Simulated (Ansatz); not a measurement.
`C=C[SiH](C)S` + `[OH][Mg][O][SiH3]` → `C=C[SiH](C)O[SiH3]` + `[OH][Mg][SH]`  (redistribution)

Program: Ansatz. Geometries: PBE0-D4/def2-TZVP. ΔE: electronic, gas phase. CCSD(T)/CBS adds triple-zeta CCSD(T) − MP2 to the extrapolated MP2 energy (def2 sets, frozen cores). DFT in def2-TZVPP. For Mg outer-core shells are correlated without core-valence functions, which leaves a few kJ/mol of doubt a bond. Each species was taken in one conformer, which may not be the lowest.

Task: Is it downhill or uphill in electronic energy at CCSD(T)/CBS, and by how much? (An estimate is asked.)

Result: Computed: Downhill: ΔE = -28.0 kJ/mol.

Task: What do these levels give: r2SCAN-D4, BHLYP-D4, PBE, r2SCAN, BHLYP, HF/def2-TZVPP? (Estimate.)

Result: Computed: r2SCAN-D4 -30.6, BHLYP-D4 -41.4, PBE -24.6, r2SCAN -29.8, BHLYP -39.6, HF/def2-TZVPP -47.8 kJ/mol.

Largest T1 diagnostic among the species: 0.011.

From BLYP to BHLYP (50 % exact exchange), in def2-TZVPP and without D4, ΔE moves by −11.1 kJ/mol. In def2-TZVPP, CCSD(T) changes the Hartree–Fock value by +16.5 kJ/mol (the triples alone add +2.1 kJ/mol) and MP2 by +22.2 kJ/mol. At CCSD(T), def2-SVP lies +7.7 kJ/mol from the extrapolated value and def2-TZVPP −3.4 kJ/mol.
